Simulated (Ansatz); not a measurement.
C2H7BOSi can be A, `B[SiH2]/C=C/O`, or B, `B/C=C/O[SiH3]`.

Computed with Ansatz on PBE0-D4/def2-TZVP structures; ΔE is electronic, products minus reactants. CCSD(T)/CBS adds triple-zeta CCSD(T) − MP2 to the extrapolated MP2 energy (def2 sets, frozen cores). Double bonds are as drawn, so ΔE can hold a change between cis and trans. DFT in def2-TZVPP. B3LYP here is the variant with VWN-RPA as its local correlation; programs differ in this. Each species was taken in one conformer, which may not be the lowest.

Problem. Which isomer does CCSD(T)/CBS put lower? Give the gap. (Best estimate.)

Solution. The calculation gave: B, by 35.8 kcal/mol.

Problem. Give E(B) − E(A) in kcal/mol with CCSD/def2-TZVPP, B2PLYP, PBE0-D4, ωB97M-V, CCSD(T)/def2-TZVPP, B3LYP, r2SCAN-D4. (Estimate.)

Solution. Ansatz gave: CCSD/def2-TZVPP -39.0, B2PLYP -39.2, PBE0-D4 -28.8, ωB97M-V -34.7, CCSD(T)/def2-TZVPP -36.0, B3LYP -40.2, r2SCAN-D4 -30.9. None reverses the order clearly.

Largest T1 diagnostic: 0.013.

The D4 term adds +1.3 kcal/mol with B3LYP and +0.6 kcal/mol with PBE0; it sums over pairs of atoms, weighted by their polarisabilities, and B3LYP, whose exchange is more repulsive, gets the larger term. From PBE to PBE0 (25 % exact exchange), in def2-TZVPP and without D4, E(B) − E(A) moves by −2.8 kcal/mol.
